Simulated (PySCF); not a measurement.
## Ca (calcium, neutral) across methods

[Ar] 3d2, high-spin 3F determinant (an excited configuration). All numbers are calculated (PySCF 2.14, scalar relativity by spin-free X2C-1e, in aug-cc-pwCVTZ-X2C).

```csv
method,E (hartree),mean ε 3p α (eV),mean ε 3p β (eV),mean ε 3d α (eV),Σ⟨r²⟩ (bohr²),⟨S²⟩
r2SCAN,-680.263,-25.949,-25.169,-1.010,58.49,2.001
PBE0,-680.120,-27.617,-26.804,-1.533,58.00,2.000
M06-L,-680.265,-26.465,-25.772,-0.959,61.39,2.001
PW91,-680.318,-25.269,-24.618,-1.100,59.64,2.000
LDA,-678.440,-25.212,-24.584,-1.038,59.15,2.000
BLYP,-680.327,-25.078,-24.479,-0.984,60.33,2.000
PBE,-680.093,-25.263,-24.614,-1.084,60.07,2.000
HSE06,-680.144,-27.238,-26.435,-1.218,58.41,2.000
UHF,-679.43814,-34.504,-33.355,-2.745,60.47,2.002
```
